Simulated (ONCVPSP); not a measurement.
**An all-electron radial function and its pseudo partner (Rb)**

Columns: radius, all-electron u(r) and pseudo u(r) of the 4p shell (level -15.96 eV) of rubidium in the configuration [Ar] 3d10 4s2 4p6 5s1; PBE, scalar-relativistic, ONCV scheme, ONCVPSP 4.0.1.

```
r (bohr)  all-electron  pseudo
   0.118        0.2219  0.0124
   0.235       -0.1714  0.0488
   0.353       -0.3976  0.1088
   0.470       -0.3321  0.1893
   0.588       -0.1140  0.2872
   0.705        0.1389  0.3947
   0.822        0.3691  0.5044
   0.940        0.5549  0.6084
   1.058        0.6899  0.6977
   1.175        0.7775  0.7654
   1.292        0.8260  0.8092
   1.410        0.8431  0.8289
   1.528        0.8359  0.8264
   1.645        0.8113  0.8061
   1.763        0.7746  0.7721
   1.880        0.7304  0.7294
   1.998        0.6816  0.6813
   2.115        0.6312  0.6312
   2.232        0.5809  0.5808
   2.350        0.5313  0.5312
   2.468        0.4838  0.4837
   2.585        0.4392  0.4392
   2.702        0.3976  0.3976
   2.820        0.3588  0.3587
   2.938        0.3230  0.3230
   3.055        0.2905  0.2905
```

**Question.** How many radial nodes do the two functions have?

**Answer.** The all-electron 4p function has n − l − 1 = 2; the pseudo-wave has 0, since the states of the same l below it are removed with the core.

**Question.** At about which radius was the pseudo-wave matched?

**Answer.** 2.30 bohr. The columns agree to 0.0005 from 2.00 bohr on; several derivatives are matched, so the curves merge somewhat inside the radius.

**Question.** Where does each function peak?

**Answer.** Outermost all-electron maximum near 1.41 bohr, pseudo maximum near 1.41 bohr (to the table’s step).

**Question.** Is the pseudo-wave norm-conserving?

**Answer.** Yes: the ONCV scheme keeps the norm inside the radius equal to the all-electron one, which fixes the energy derivative of the logarithmic derivative at the level.
